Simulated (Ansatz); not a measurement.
`C[NH][InH2]` + `[AlH2][SeH]` → `C[Se][AlH2]` + `[NH2][InH2]`  (substitution at a C–N bond)

Computed with Ansatz on PBE0-D4/def2-TZVP structures; ΔE is electronic, products minus reactants. CBS: MP2 limit from def2 TZ/QZ plus the TZ coupled-cluster correction, frozen cores. DFT in def2-TZVPP. B3LYP here is the variant with VWN-RPA as its local correlation; programs differ in this. HSE06 is defined as in plane-wave codes. Elements past krypton have def2 core potentials. For In, Se outer-core shells are correlated without core-valence functions, which leaves a few kJ/mol of doubt a bond. Scalar relativity is left out up to krypton.

| level | ΔE (kJ/mol) | difference from CCSD(T)/CBS |
| --- | --- | --- |
| LDA (SPW92) | -22.1 | 8.4 |
| PBE-D4 | -29.4 | 1.1 |
| revPBE-D4 | -29.5 | 1.0 |
| BLYP-D4 | -29.2 | 1.3 |
| r2SCAN-D4 | -29.9 | 0.6 |
| B97M-V | -29.0 | 1.5 |
| PBE0-D4 | -29.5 | 1.0 |
| B3LYP-D4 | -28.9 | 1.6 |
| r2SCANh-D4 | -30.0 | 0.5 |
| r2SCAN0-D4 | -30.0 | 0.5 |
| HSE06-D4 | -29.5 | 1.0 |
| BHLYP-D4 | -28.8 | 1.7 |
| CAM-B3LYP-D4 | -26.5 | 4.0 |
| ωB97X-V | -28.4 | 2.1 |
| ωB97M-V | -30.8 | -0.3 |
| B2PLYP | -29.8 | 0.7 |
| PBE-QIDH | -30.5 | 0.0 |
| revPBE | -29.9 | 0.6 |
| BLYP | -28.0 | 2.5 |
| PBE0 | -29.0 | 1.5 |
| B3LYP | -27.9 | 2.6 |
| r2SCANh | -29.9 | 0.6 |
| r2SCAN0 | -29.9 | 0.6 |
| HSE06 | -29.0 | 1.5 |
| CAM-B3LYP | -25.9 | 4.6 |
| LC-ωPBE | -28.2 | 2.3 |
| RPA@PBE/def2-TZVPP | -25.6 | 4.9 |
| HF/def2-SVP | -8.0 | 22.5 |
| MP2/def2-SVP | -11.3 | 19.2 |
| CCSD/def2-SVP | -5.4 | 25.1 |
| CCSD(T)/def2-SVP | -5.7 | 24.8 |
| HF/def2-TZVPP | -26.4 | 4.1 |
| MP2/def2-TZVPP | -33.7 | -3.2 |
| SCS-MP2/def2-TZVPP | -31.3 | -0.8 |
| CCSD/def2-TZVPP | -28.4 | 2.1 |
| CCSD(T)/def2-TZVPP | -29.2 | 1.3 |
| HF/def2-QZVPP | -26.4 | 4.1 |
| MP2/def2-QZVPP | -34.3 | -3.8 |
| HF/CBS(def2) | -26.4 | 4.1 |
| MP2/CBS(def2) | -34.9 | -4.4 |
| CCSD(T)/CBS | -30.5 | 0 |

Q: What do rigid-rotor, harmonic-oscillator terms from PBE0-D4/def2-TZVP frequencies (298.15 K, 1 bar) make of the CCSD(T)/CBS value? (Best estimate.)

A: The calculation gave: ΔZPE = +3.2 kJ/mol, ΔH = -26.0 kJ/mol, ΔS = 6 J/(mol·K), ΔG = -27.7 kJ/mol.

Largest T1 diagnostic among the species: 0.016.

At CCSD(T), def2-SVP lies +24.8 kJ/mol from the extrapolated value and def2-TZVPP +1.3 kJ/mol. Leaving LDA and LC-ωPBE aside and taking each functional with its dispersion term where it has one, the values spread over 4.3 kJ/mol, from ωB97M-V to CAM-B3LYP-D4. LDA lies +6.8 kJ/mol from PBE without D4.
